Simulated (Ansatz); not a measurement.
Stepwise reaction of `F[SiH2]S[SiH2]F` with ammonia, as a gas-phase model of exchange steps in deposition or etching. ΔE in kJ/mol.

Isolated molecules relaxed with PBE0-D4/def2-TZVP in Ansatz; ΔE leaves out vibrations. CBS: MP2 limit from def2 TZ/QZ plus the TZ coupled-cluster correction, frozen cores. This one scheme is used for every species. DFT in def2-TZVPP. B3LYP here is the variant with VWN-RPA as its local correlation; programs differ in this. Each species was taken in one conformer, which may not be the lowest.

```json
{"step": "2", "reaction": "`N[SiH2]S[SiH2]F` + NH₃ → `N[SiH2]S[SiH2]N` + H–F", "PBE-D4": "75.3", "B3LYP-D4": "81.3", "ωB97M-V": "80.4", "CCSD(T)/CBS": "78.4"}
```

Task: Give the row of step 1, `F[SiH2]S[SiH2]F` + NH₃ → `N[SiH2]S[SiH2]F` + H–F. (Best estimate.)

Result: The calculation gave: 
```
step                                           reaction  PBE-D4  B3LYP-D4  ωB97M-V  CCSD(T)/CBS
   1  `F[SiH2]S[SiH2]F` + NH₃ → `N[SiH2]S[SiH2]F` + H–F    74.1      80.6     80.3         77.5
```

Task: By hand: ΔE of the 2 steps together at CCSD(T)/CBS.

Result: (77.5) + (78.4) = 155.9 kJ/mol, or 78.0 kJ/mol a step.

In ΔE the steps differ by no more than 0.9 kJ/mol. All are uphill at CCSD(T)/CBS. PBE-D4 differs from CCSD(T)/CBS by -3.4 to -3.1 kJ/mol a step. Only this route is followed, and other bonds may react first. Isolated molecules leave out the surface, adducts and barriers. Largest T1 diagnostic: 0.012.
